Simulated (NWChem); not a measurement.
System: CH5ClOSi2; SMILES [Si@H](Cl)([SiH3])C=O

NWChem input:

```
start job
memory heap 200 mb stack 900 mb global 1100 mb
geometry units angstroms noautosym nocenter noautoz
  O      1.967779     1.803228    -0.008708
  C      1.715748     0.652893     0.245577
  Si     0.123541    -0.146774    -0.506507
  Si    -1.767906     1.073961     0.151000
  Cl    -0.035300    -2.101979     0.189122
  H      2.386709     0.043746     0.912994
  H      0.300004    -0.178184    -1.987515
  H     -1.649015     2.478268    -0.341482
  H     -1.849954     1.064641     1.641891
  H     -2.990268     0.435656    -0.421482
end
basis spherical
  O library 6-31g*
  C library 6-31g*
  Si library 6-31g*
  Cl library 6-31g*
  H library 6-31g*
end
dft
  xc xpbe96 cpbe96
  iterations 150
end
cosmo
  do_cosmo_smd true
  solvent dcm
end
task dft energy
```

Parts of the log:

```
             Northwest Computational Chemistry Package (NWChem) 7.3.0
             --------------------------------------------------------

                             Geometry "geometry" -> ""
                             -------------------------

 Output coordinates in angstroms (scale by  1.889725989 to convert to a.u.)

  No.       Tag          Charge          X              Y              Z
 ---- ---------------- ---------- -------------- -------------- --------------
    1 O                    8.0000     1.96777900     1.80322800    -0.00870800
    2 C                    6.0000     1.71574800     0.65289300     0.24557700
    3 Si                  14.0000     0.12354100    -0.14677400    -0.50650700
    4 Si                  14.0000    -1.76790600     1.07396100     0.15100000
    5 Cl                  17.0000    -0.03530000    -2.10197900     0.18912200
    6 H                    1.0000     2.38670900     0.04374600     0.91299400
    7 H                    1.0000     0.30000400    -0.17818400    -1.98751500
    8 H                    1.0000    -1.64901500     2.47826800    -0.34148200
    9 H                    1.0000    -1.84995400     1.06464100     1.64189100
   10 H                    1.0000    -2.99026800     0.43565600    -0.42148200

 Effective nuclear repulsion energy (a.u.)     326.4599884063

  pbe96 is a nonlocal functional; adding pw91lda local functional.

                                 NWChem DFT Module
                                 -----------------

 Summary of "ao basis" -> "ao basis" (spherical)
 ------------------------------------------------------------------------------
       Tag                 Description            Shells   Functions and Types
 ---------------- ------------------------------  ------  ---------------------
 O                           6-31g*                  6       14   3s2p1d
 C                           6-31g*                  6       14   3s2p1d
 Si                          6-31g*                  8       18   4s3p1d
 Cl                          6-31g*                  8       18   4s3p1d
 H                           6-31g*                  2        2   2s

 in cosmo_initialize ...
 calling solv_data for solv:dcm

 solvent parameters
 solvname_short: dcm
 solvname_long:  dichloromethane
 dielec:        8.9300
 dielecinf:     2.0283
 nonaqueous SMD model solvent descriptors
 dielec:        8.9300
 sola:          0.1000
 solb:          0.0500
 solc:          0.0000
 solg:         39.1500
 solh:          0.6670
 soln:          1.4242

          ---------------
          -cosmo- solvent
          ---------------
 Cosmo: York-Karplus, doi: 10.1021/jp992097l
 dielectric constant -eps-     =   8.93
 screen = (eps-1)/(eps    )    =   0.88802
 surface charge correction     = lagrangian

   van der Waals surface
 --------------------------

[...]

                                COSMO-SMD solvation results
                                ---------------------------

             internal energy in gas <Psi(g)|H|Psi(g)> =     -1154.852774943051
         internal energy in solvent <Psi(s)|H|Psi(s)> =     -1154.852260127765
                               delta internal energy  =         0.000514815286 (    0.32 kcal/mol)
   total free energy in solvent <Psi(s)|H+V/2|Psi(s)> =     -1154.857000008832
 polarization energy contribution <Psi(s)|V/2|Psi(s)> =        -0.004739881067 (   -2.97 kcal/mol)
    total free energy in solvent including G(SMD-CDS) =     -1154.857783957580
                       G(SMD-CDS) energy contribution =        -0.000783948748 (   -0.49 kcal/mol)
     1 M fixed-concentration free energy of solvation =        -0.005009014529 (   -3.14 kcal/mol)

                       DFT Final Molecular Orbital Analysis
                       ------------------------------------

 Vector   30  Occ=2.000000D+00  E=-2.935857D-01
              MO Center=  9.0D-02, -1.6D+00,  9.0D-02, r^2= 2.8D+00
   Bfn.  Coefficient  Atom+Function         Bfn.  Coefficient  Atom+Function
  ----- ------------  ---------------      ----- ------------  ---------------
    73      0.516577   5 Cl pz               71      0.427966   5 Cl px
    77      0.277124   5 Cl pz               75      0.234350   5 Cl px
    69     -0.202878   5 Cl pz               67     -0.168261   5 Cl px
    20     -0.138033   2 C  s                86      0.120082   7 H  s
     3      0.098069   1 O  px                5      0.094309   1 O  pz

 Vector   31  Occ=2.000000D+00  E=-2.611685D-01
              MO Center= -4.1D-01, -3.6D-01, -1.7D-01, r^2= 4.6D+00
   Bfn.  Coefficient  Atom+Function         Bfn.  Coefficient  Atom+Function
  ----- ------------  ---------------      ----- ------------  ---------------
    71      0.297584   5 Cl px               73     -0.272475   5 Cl pz
    53      0.259160   4 Si px               72     -0.216649   5 Cl py
    86     -0.196675   7 H  s                35     -0.194840   3 Si px
    37      0.184498   3 Si pz               54     -0.180847   4 Si py
    75      0.177541   5 Cl px               77     -0.161639   5 Cl pz

 Vector   32  Occ=2.000000D+00  E=-2.031823D-01
              MO Center=  1.5D+00,  9.7D-01,  6.5D-02, r^2= 3.0D+00
   Bfn.  Coefficient  Atom+Function         Bfn.  Coefficient  Atom+Function
  ----- ------------  ---------------      ----- ------------  ---------------
     3      0.428207   1 O  px                7      0.319922   1 O  px
     5      0.291251   1 O  pz               84     -0.285316   6 H  s
    35      0.269470   3 Si px                9      0.214741   1 O  pz
    83     -0.186229   6 H  s                34      0.181658   3 Si s
    17     -0.173056   2 C  px               20      0.145314   2 C  s

 Vector   33  Occ=0.000000D+00  E=-9.547043D-02
              MO Center=  1.4D+00,  8.7D-01,  5.8D-02, r^2= 2.7D+00
   Bfn.  Coefficient  Atom+Function         Bfn.  Coefficient  Atom+Function
  ----- ------------  ---------------      ----- ------------  ---------------
    56      0.447933   4 Si s                19     -0.375945   2 C  pz
    23     -0.355987   2 C  pz                5      0.344403   1 O  pz
     9      0.328893   1 O  pz               38     -0.325244   3 Si s
    39      0.266373   3 Si px               86     -0.257625   7 H  s
    41     -0.254929   3 Si pz               17      0.233588   2 C  px

 Vector   34  Occ=0.000000D+00  E=-4.307724D-02
              MO Center= -2.9D-01, -2.5D-02, -3.7D-01, r^2= 4.6D+00
   Bfn.  Coefficient  Atom+Function         Bfn.  Coefficient  Atom+Function
  ----- ------------  ---------------      ----- ------------  ---------------
    40      0.783118   3 Si py               74      0.610078   5 Cl s
    38     -0.464107   3 Si s                76      0.452142   5 Cl py
    36      0.436679   3 Si py               88     -0.362322   8 H  s
    72      0.295179   5 Cl py               39      0.244781   3 Si px
    41     -0.228006   3 Si pz               92      0.221746  10 H  s

 Vector   35  Occ=0.000000D+00  E=-1.344521D-02
              MO Center= -7.8D-01,  4.6D-01, -2.1D-01, r^2= 5.2D+00
   Bfn.  Coefficient  Atom+Function         Bfn.  Coefficient  Atom+Function
  ----- ------------  ---------------      ----- ------------  ---------------
    39      0.878349   3 Si px               56      0.757374   4 Si s
    57      0.727326   4 Si px               90     -0.608321   9 H  s
    38     -0.559278   3 Si s                86      0.414577   7 H  s
    92      0.401971  10 H  s                20     -0.389299   2 C  s
    59      0.348414   4 Si pz               58     -0.342345   4 Si py

     Multipole analysis of the density
     ---------------------------------

     L   x y z        total         alpha         beta         nuclear
     -   - - -        -----         -----         ----         -------
     0   0 0 0     -0.000000    -32.000000    -32.000000     64.000000

     1   1 0 0     -0.200602      1.210237      1.210237     -2.621076
     1   0 1 0      0.034056      0.551552      0.551552     -1.069048
     1   0 0 1     -0.007098      0.519735      0.519735     -1.046568

     2   2 0 0    -38.585674   -221.953211   -221.953211    405.320747
     2   1 1 0     -3.429784     -5.690007     -5.690007      7.950229
     2   1 0 1      0.804728      3.914616      3.914616     -7.024504
     2   0 2 0    -44.661045   -250.217728   -250.217728    455.774411
     2   0 1 1      0.438435      2.894445      2.894445     -5.350455
     2   0 0 2    -37.780114    -41.486391    -41.486391     45.192669
```

Level: PBE/6-31G* (spherical d), SMD on the gas-phase geometry. All runs use the structure optimised with PBE0/def2-SVP. Solvent: dichloromethane.
